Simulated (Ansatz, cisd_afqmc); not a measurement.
Species: GeTe, charge 1, doublet. GeTe+ (parent SMILES [Ge]=[Te], doublet).
B3LYP-D3(BJ)/def2-TZVP minimum from Ansatz (a first-principles code):
```
Ge
Te 1 2.5096
```
Charge +1, spin multiplicity 2.

Total energies in def2-SVP, 9 correlated electrons, 23 frozen orbitals. Open shells are spin-unrestricted; no spin-orbit coupling. Cores are frozen in correlated methods (noble-gas shells, and filled d and f shells in the p block). Past Kr the def2 sets carry scalar-relativistic core potentials. AFQMC is phaseless with a CISD trial state; ± is one standard error, without the phaseless bias. Outlying blocks are dropped, and bars are widened where a walk drifts. Over all cases where full CI ran beside it in this data, AFQMC minus full CI had a median of +0.1 mEh and passed +0.4 mEh in a tenth of the cases. Spin-orbit terms, left out, reach several kcal/mol for Br and I, and more for heavier atoms. The UHF reference of GeTe+ (parent SMILES [Ge]=[Te], doublet) is spin-contaminated (<S^2> up to 0.08 over the pure value in the sets run). The spin of GeTe+ (parent SMILES [Ge]=[Te], doublet) was assumed, and the state is the lowest solution found for it.

The bar of a AFQMC/CISD walk is widened from 0.36 to 0.47 mEh, since its error had not levelled off in the blocking analysis, or few joins of blocks were possible.

| method | program | energy (Eh) | minus CCSDTQ (mEh) |
|---|---|---|---|
| HF | Ansatz | -2341.84241 | 168.66 |
| MP2 | Ansatz | -2341.97406 | 37.00 |
| CCSD | Ansatz | -2342.00123 | 9.83 |
| CCSD(T) | Ansatz | -2342.00874 | 2.33 |
| CCSDT(Q) | Ansatz | -2342.01121 | -0.15 |
| CCSDTQ | Ansatz | -2342.01106 | 0.00 |
| AFQMC/CISD | cisd_afqmc | -2342.0096 ± 0.0005 | 1.5 ± 0.5 |

Rough core times of Ansatz's runs on a shared machine: CCSD(T) 90 s, CCSDT(Q) 2 min, CCSDTQ 20 min.
